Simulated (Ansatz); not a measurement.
```xyz
9

O    -0.1170    2.2349   -0.7640
Si    0.6370    0.9618   -0.0638
C    -0.1235   -0.2205    1.0307
C     0.0991   -0.7528   -0.1931
S    -0.1526   -2.2291   -1.0227
H    -1.0677    2.1711   -0.8754
H     2.0534    1.3611   -0.0175
H    -0.5680   -0.6100    1.9394
H    -0.7606   -2.9165   -0.0337
```

The species carries charge 0 and has multiplicity 1.

List the ωB97M-V/def2-TZVPP orbital energies in eV (Ansatz). (An estimate is asked.)

The calculation gave: Occupied: -2427.34, -1807.51, -526.38, -282.43, -281.55, -221.28, -164.42, -164.31, -164.20, -148.48, -102.62, -102.59, -102.57, -31.13, -25.83, -23.40, -18.41, -17.60, -16.07, -14.67, -13.83, -13.08, -12.90, -12.00, -10.99, -9.68, -9.06. Lowest empty: 1.79, 2.22, 2.42, 2.50, 3.54, 3.67, 3.94, 4.40.
